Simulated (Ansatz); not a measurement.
`B[SiH2]BO` + H₂ → `OB[SiH3]` + BH₃ at 600 K and 1 bar (hydrogenolysis of the Si–B bond).

Computed with Ansatz on PBE0-D4/def2-TZVP structures; ΔE is electronic, products minus reactants. CCSD(T)/CBS is the MP2 limit (def2-TZVPP, def2-QZVPP) plus CCSD(T) − MP2 in def2-TZVPP, frozen cores. This one scheme is used for every species. Each species was taken in one conformer, which may not be the lowest.

```
    species  CCSD(T)/CBS energy (Eh)  H − E (kJ/mol)  S (J/(mol·K))
`B[SiH2]BO`               -417.44038           229.9          427.7
         H₂                 -1.17544            43.9          150.8
 `OB[SiH3]`               -392.07510           182.6          365.1
        BH₃                -26.55200            91.5          217.3
```

H − E and S are ideal-gas, rigid-rotor, harmonic terms from PBE0-D4/def2-TZVP, for one conformer and one mirror image of each species. For small species the MP2-based limit differs from directly extrapolated CCSD(T) by up to some mEh (0.8 for H₂); such offsets cancel only in part. 1 Eh = 2625.50 kJ/mol, R = 8.31446 J/(mol·K).

By hand: ΔE, ΔH, ΔS and ΔG.

ΔE = (-392.07510) + (-26.55200) − (-417.44038) − (-1.17544) = -0.01128 Eh = -29.6 kJ/mol. Δ(H − E) = 182.6 + 91.5 − 229.9 − 43.9 = 0.3, so ΔH = -29.3 kJ/mol. ΔS = 365.1 + 217.3 − 427.7 − 150.8 = 3.9 J/(mol·K). ΔG = -29.3 − 600 × (3.9)/1000 = -31.6 kJ/mol.

By hand: the equilibrium constant, and the temperature at which ΔG would vanish if ΔH and ΔS stayed fixed.

log₁₀ K = −ΔG/(RT ln 10) = 2.8. ΔH and −TΔS have one sign here, so there is no such temperature.

The number of gas molecules stays the same, so ΔS is small and ΔH decides. A doubt of 5 kJ/mol in ΔE shifts log₁₀ K by 0.4 here. Other conformers and mirror images would add mixing entropy, several J/(mol·K) or more a flexible species. Modes under 60 cm⁻¹, often nearly free rotors, make the harmonic entropy too high. These are equilibria of isolated gas molecules and say nothing of rates. Largest T1 diagnostic: 0.016 (customary marks: 0.02 for closed shells, 0.045 for open ones).

ΔS is within the doubt of such terms, so its sign, and with it that verdict, could turn.
